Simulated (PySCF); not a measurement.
**Assignment exercise: C6H7NOSi**

Mapped SMILES: `[CH3:1][C:2]#[C:3][C@@:4]([SiH3:5])([C:6]#[N:7])[CH:8]=[O:9]`. Hydrogens are named by the atom that carries them.

[PySCF: shielding tensors at PBE0/pcSseg-1 (GIAO); GFN2-xTB structure; gas phase; one averaged value for each set of equivalent atoms; no relativistic terms; one computed conformer]

Referencing at the same level of theory: 13C (σref 186.93), 1H (σref 31.72) against TMS.

**Question.** Assign these signals to the numbered atoms. 13C{1H} NMR (computed): δ 201.3 (CH), 119.0 (C), 93.8 (C), 76.2 (C), 31.9 (C), 4.8 (CH3).

**Answer.** 
| δ (ppm) | atoms | environment | reason |
| --- | --- | --- | --- |
| 201.3 | C8 | aldehyde carbonyl carbon | low-lying n→π* states of the double bond to the heteroatom give a large paramagnetic term (-263 ppm) |
| 119.0 | C6 | nitrile carbon | typical of a nitrile |
| 93.8 | C2 | alkyne carbon | sp carbons lie upfield of alkene carbons because the cylindrical π system leaves one tensor component strongly shielded |
| 76.2 | C3 | alkyne carbon | – |
| 31.9 | C4 | fully substituted sp3 carbon bonded to Si, α to a carbonyl | α to the electron-withdrawing carbonyl group |
| 4.8 | C1 | propargylic methyl carbon | aliphatic region, no heteroatom directly attached |

**Question.** Assign these signals to the numbered atoms. 1H NMR (400 MHz, computed): δ 9.92 (s, 1H), 4.20 (s, 3H), 2.19 (s, 3H).

**Answer.** 
9.92 → H(C8), hydrogen on an aldehyde carbonyl carbon: the formyl region, downfield of aromatic protons
4.20 → H(Si5), hydrogen on a silicon bonded to C
2.19 → H(C1), hydrogen on a propargylic methyl carbon

Shifts are as computed. Against solution values, carbons near 30 ppm lie about +3 ppm off and those near 130 ppm about +5 ppm. Of 1309 compounds with measured shifts, 239 miss one by over three times the rms of a fit or turn the order of signals round; such compounds aren't used in these exercises. Multiplicities follow the n + 1 count of equivalent neighbours, as no J values were calculated; m marks all less simple cases, F and P coupling included.
